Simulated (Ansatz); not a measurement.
Basis sets compared for the cluster SrO₂. Charge 0, multiplicity 1. Geometry PBE-D4/def2-TZVP. Ansatz on 4 threads of Arm Neoverse V1 on a shared host; times are rough, and most runs start from earlier orbitals.

```xyz
3

Sr   -0.963    0.419   -0.788
O    -0.021   -0.614    0.793
O     0.984    0.195   -0.005
```

In the def2 sets Sr takes a core potential, while STO-3G treats all electrons; there is no spin–orbit coupling. The structure holds 1 bond(s) between oxygen atoms. The structure comes from a short search, and lower isomers may exist.

STO-3G and 6-31G are all-electron sets without relativity, so their totals don't compare with the def2 sets.

Binding counts from free atoms (Sr singlet, O triplet) in the same basis, without a counterpoise term.

```json
{"level": "HF/STO-3G", "functions": "32", "energy (Eh)": "-3246.5356", "HOMO (eV)": "-1.39", "LUMO (eV)": "4.87", "binding per atom (eV)": "–", "wall time": "0.15 s"}
{"level": "HF/def2-TZVP", "functions": "95", "energy (Eh)": "-180.0308", "HOMO (eV)": "-7.68", "LUMO (eV)": "-0.67", "binding per atom (eV)": "–", "wall time": "0.25 s"}
{"level": "PBE-D4/def2-SVP", "functions": "51", "energy (Eh)": "-180.8214", "HOMO (eV)": "-2.93", "LUMO (eV)": "-2.40", "binding per atom (eV)": "2.89", "wall time": "0.35 s"}
{"level": "PBE-D4/def2-TZVP", "functions": "95", "energy (Eh)": "-181.0202", "HOMO (eV)": "-2.92", "LUMO (eV)": "-2.38", "binding per atom (eV)": "2.87", "wall time": "0.5 s"}
{"level": "r2SCAN-D4/def2-TZVP (with forces)", "functions": "95", "energy (Eh)": "-181.1015", "HOMO (eV)": "-2.94", "LUMO (eV)": "-1.83", "binding per atom (eV)": "2.68", "wall time": "1.3 s"}
{"level": "PBE0-D4/def2-SVP", "functions": "51", "energy (Eh)": "-180.7867", "HOMO (eV)": "-4.15", "LUMO (eV)": "-1.90", "binding per atom (eV)": "2.44", "wall time": "0.4 s"}
{"level": "PBE0-D4/def2-TZVP", "functions": "95", "energy (Eh)": "-180.9865", "HOMO (eV)": "-4.15", "LUMO (eV)": "-1.87", "binding per atom (eV)": "2.46", "wall time": "0.8 s"}
```

**Question.** Estimate the rows for PBE-D4/def2-TZVPD, r2SCAN-D4/def2-TZVPD, PBE0-D4/def2-TZVPD.

**Answer.** 
```tsv
level	functions	energy (Eh)	HOMO (eV)	LUMO (eV)	binding per atom (eV)	wall time
PBE-D4/def2-TZVPD	113	-181.0239	-2.96	-2.38	2.89	0.65 s
r2SCAN-D4/def2-TZVPD	113	-181.1052	-2.97	-1.79	2.70	1.4 s
PBE0-D4/def2-TZVPD	113	-180.9906	-4.20	-1.86	2.49	0.75 s
```
